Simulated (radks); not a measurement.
Question: All-electron atom: Si4+ in [Ne]. Calculated with a radial shooting solver on a logarithmic mesh with Libxc functionals: scalar-relativistic Kohn-Sham, SCAN, spin-polarised, spherical densities, finite nucleus; meta-GGA in the generalised Kohn-Sham scheme; Fermi nuclear charge, rms radius 3.1224 fm. Some entries of the table are withheld. Estimate them.

orbital  occ.  eigenvalue (eV)  <r> (bohr)  r(max) (bohr)
1s          2        -1852.165         (1)            (2)
2s          2        -196.4031      0.5624            (3)
2p          6              (4)         (5)            (6)

Answer: 
(1) 1s <r> (bohr): 0.1113
(2) 1s r(max) (bohr): 0.07263
(3) 2s r(max) (bohr): 0.4527
(4) 2p eigenvalue (eV): -150.5646
(5) 2p <r> (bohr): 0.5297
(6) 2p r(max) (bohr): 0.3871
